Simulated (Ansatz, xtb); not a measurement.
## C4H5BrOSi: 5 structures ranked

5 gas-phase structures of C4H5BrOSi, from a drawn sample of its isomers (lower ones may exist). Each was relaxed with GFN2-xTB:

A. `O[SiH]1C=CC(Br)=C1`, a singlet
B. `O[Si]1(Br)C=CC=C1`, a singlet
C. `O[SiH]1C=CC=C1Br`, a singlet
D. `OC1=CC=C[SiH]1Br`, a singlet
E. `OC1=C[SiH](Br)C=C1`, a singlet

**Question.** Make a reasoned guess at their ranking by r2SCAN-D4/def2-SVP single-point energy.

**Answer.** Calculated order at r2SCAN-D4/def2-SVP: B (0.0), E (104.0), D (135.3), A (143.9), C (152.2) kJ/mol.

Energies above the lowest of each column, in kJ/mol; the last columns are at PBE0-D3(BJ)/def2-SVP geometries and were run for some of them only (a dash: not run or not comparable):

```
structure  GFN2-xTB  HF/STO-3G  r2SCAN-D4/def2-SVP  PBE0-D3(BJ)/def2-SVP  CCSD(T)/def2-SVP + ΔMP2/def2-TZVPP
        B       0.0        0.0                 0.0                   0.0                                 0.0
        E      80.9       33.8               104.0                 102.4                               139.5
        D     102.2       60.7               135.3                 133.2                               173.5
        A      95.0      122.7               143.9                     –                                   –
        C     100.1      126.8               152.2                     –                                   –
```

Every level run on B puts it lowest or level with the lowest. Flexible structures stand in one conformer each, not always the lowest. Frequencies (GFN2-xTB) were run for B, D, E alone. The ΔMP2 step shifts differences by up to 24.2 kJ/mol, which makes them less sure. ΔMP2 is the change of the MP2 energy from the smaller to the larger basis.

Over these structures GFN2-xTB departs from r2SCAN-D4/def2-SVP by 15.9 kJ/mol on average once a common shift is removed. A GFN2-xTB relaxation took about 0.079 s and the r2SCAN-D4/def2-SVP energy about 3.6 s on a shared host (Ansatz 0.2.0, xtb 6.7.1).
